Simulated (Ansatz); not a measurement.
Ansatz results at the PBE0-D4/def2-TZVP geometry: HOMO energy (PBE0/def2-TZVPP) -5.68 eV; HOMO energy (PBE/def2-TZVPP) -4.44 eV; size of the dipole moment (B3LYP/def2-TZVPP) 1.58 D.

Each molecule was computed in one conformer, which needn't be the lowest.

(1) Which molecule gave them?
A. `N/C=C1/CO1`
B. `O=[C](O)[GaH2]`
C. `OC1=CNC1`
D. `CC1(O)C=N1`

## Answers

(1) A. The others give `OC1=CNC1`: -5.73, -4.50, 2.38; `CC1(O)C=N1`: -7.09, -5.70, 2.01; `O=[C](O)[GaH2]`: -7.50, -6.14, 1.47.

B3LYP here is the variant with VWN-RPA as its local correlation; programs differ in this.
